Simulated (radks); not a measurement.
The numbers below are computed, except where a source is named.
Task: These are the eigenvalues of the occupied orbitals of an atom or ion with whole-number occupations (hartree). Code: a radial shooting solver on a logarithmic mesh with Libxc functionals. Model: non-relativistic Kohn-Sham, LDA (Slater exchange, Perdew-Wang correlation), spin-polarised, spherical densities, point nucleus.

orbital  eigenvalue
1s up     -48.10566
1s down   -48.05154
2s up      -4.74984
2s down    -4.65778
2p up      -3.58541
2p down    -3.48512

Which element is it, and in what charge state? The configuration may be excited. Open shells, if any, are filled with parallel spins first.

Result: Z = 12, magnesium, charge +3: Mg3+ in [He] 2s2 2p5. The list shows which subshells hold electrons but not how many an open one holds; the 1s level, -48.106 hartree, gives Z - s = 9.8 by -(Z - s)^2/2, which with screening narrows Z to a few neighbours, and the depths of the outer levels then fix element, charge and occupations together.
